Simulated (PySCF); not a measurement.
input.py for BeSb

Input:

```python
from pyscf import gto, scf, mp

mol = gto.M(
    atom='Be 0 0 0; Sb 0 0 2.325',
    basis='sbkjc',
    ecp={'Be': 'sbkjc', 'Sb': 'sbkjc'},
    charge=0,
    spin=3,
    symmetry=True,
    verbose=4,
)
mf = scf.UHF(mol)
mf.kernel()
mp.MP2(mf).kernel()
mf.dip_moment()
print('orbital energies (hartree):', [e[max(0, n-3):n+3].round(4) for e, n in zip(mf.mo_energy, mol.nelec)])
```

```bash
$ python input.py
```

It prints (some set-up lines and the per-cycle HOMO/LUMO lines with their warnings removed):

```
PySCF version 2.14.0

[INPUT] Symbol           X                Y                Z      unit          X                Y                Z       unit  Magmom
[INPUT]  1 Be     0.000000000000   0.000000000000   0.000000000000 AA    0.000000000000   0.000000000000   0.000000000000 Bohr   0.0
[INPUT]  2 Sb     0.000000000000   0.000000000000   2.325000000000 AA    0.000000000000   0.000000000000   4.393613239614 Bohr   0.0

nuclear repulsion = 2.27603101470968
point group symmetry = Coov
symmetry origin: [0.         0.         4.07407773]
symmetry axis x: [1. 0. 0.]
symmetry axis y: [0. 1. 0.]
symmetry axis z: [0. 0. 1.]
num. orbitals of irrep A1 = 8
num. orbitals of irrep E1x = 4
num. orbitals of irrep E1y = 4
number of shells = 8
number of NR pGTOs = 36
number of NR cGTOs = 16
basis = sbkjc
ecp = {'Be': 'sbkjc', 'Sb': 'sbkjc'}

******** <class 'pyscf.scf.uhf_symm.SymAdaptedUHF'> ********
method = SymAdaptedUHF
initial guess = minao
damping factor = 0
level_shift factor = 0
DIIS = <class 'pyscf.scf.diis.CDIIS'>
SCF conv_tol = 1e-09
SCF max_cycles = 50
number electrons alpha = 5  beta = 2
Freeze 0 electrons in irreps []
    7 free electrons in irreps A1 E1x E1y
init E= -5.97354305724382

cycle= 1 E= -6.22531955635343  delta_E= -0.252  |g|= 0.115  |ddm|= 1.87
cycle= 2 E= -6.25720882481896  delta_E= -0.0319  |g|= 0.0514  |ddm|= 0.504
cycle= 3 E= -6.26598328424123  delta_E= -0.00877  |g|= 0.0274  |ddm|= 0.347
cycle= 4 E= -6.26971756201142  delta_E= -0.00373  |g|= 0.00939  |ddm|= 0.277
cycle= 5 E= -6.27017578620899  delta_E= -0.000458  |g|= 0.0046  |ddm|= 0.0793
cycle= 6 E= -6.27029935831248  delta_E= -0.000124  |g|= 0.00102  |ddm|= 0.0525
cycle= 7 E= -6.27030372636504  delta_E= -4.37e-06  |g|= 0.000162  |ddm|= 0.0104
cycle= 8 E= -6.27030381825966  delta_E= -9.19e-08  |g|= 2.84e-05  |ddm|= 0.00162
cycle= 9 E= -6.2703038211032  delta_E= -2.84e-09  |g|= 3.45e-06  |ddm|= 0.000385
cycle= 10 E= -6.27030382113446  delta_E= -3.13e-11  |g|= 6.75e-07  |ddm|= 4.32e-05
Extra cycle  E= -6.27030382113544  delta_E= -9.75e-13  |g|= 2.65e-07  |ddm|= 4.15e-06
converged SCF energy = -6.27030382113544  <S^2> = 3.76196  2S+1 = 4.0059755

******** <class 'pyscf.mp.ump2.UMP2'> ********
nocc = (np.int64(5), np.int64(2)), nmo = (16, 16)
E(UMP2) = -6.29463967149858  E_corr = -0.0243358503631442
E(SCS-UMP2) = -6.29541777362335  E_corr = -0.0251139524879071
E_corr(same-spin) = -0.00471815532446067
E_corr(oppo-spin) = -0.0196176950386835
Dipole moment(X, Y, Z, Debye):  0.00000,  0.00000, -0.64832
orbital energies (hartree): [array([-0.3309, -0.3309, -0.2897,  0.0404,  0.0404,  0.1038]), array([-0.5853, -0.3263, -0.0024, -0.0024,  0.0446])]
```

In short: E(SCF) = -6.270304 Eh, 10 cycles, E(MP2) − E(SCF) = -0.02434 Eh, ⟨S²⟩ = 3.762, μz(SCF) = -0.65 D.

Wall time 1.1 s on one thread of a shared host.

The bond length is a typed value, not an optimised one. No search for the lowest solution was made.
